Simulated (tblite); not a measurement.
Problem. Give a GFN2-xTB geometry of InChI=1S/C5H4FN2/c1-2-5-7-3-4(6)8-5/h2-3H,1H2/q-1. (Charge -1.)

Solution. 
Z-matrix in Å and degrees, rows numbered from 1:
```
C 
C   1  1.3344
C   2  1.4317  1  125.74
N   3  1.3547  2  124.23  1     0.10
C   4  1.3316  3  102.24  2   179.98
F   5  1.3716  4  121.81  3   180.00
C   5  1.3817  4  111.64  3     0.01
N   7  1.3470  5  107.36  4    -0.02
H   1  1.0762  2  120.45  3     0.03
H   1  1.0809  2  122.29  3  -179.98
H   2  1.0855  1  120.41  3   180.00
H   7  1.0766  5  129.82  4   179.99
```

C7 (aromatic CH next to a ring nitrogen) is planar (angles 129.8°, 122.8° and 107.4°, sum 360.0°, 0.00 Å off the plane of its three neighbours). The 8 heavy atoms lie in one plane (0.000 Å rms). C5 (aromatic C–F carbon) is planar (angles 126.5°, 121.8° and 111.6°, sum 360.0°, 0.00 Å off the plane of its three neighbours). The C–N distances run from 1.332 Å (N4–C5, aromatic) to 1.355 Å (C3–N4, aromatic), a spread of 0.023 Å.

Structure optimised with GFN2-xTB, isolated species.

Point group: Cs (every atom within 0.08 Å of its image). Its GFN2-xTB frequencies are all real (lowest 123 cm⁻¹). Torsions: C1–C2–C3–N4 0°.

One conformer stands for the species.

These are computed values.
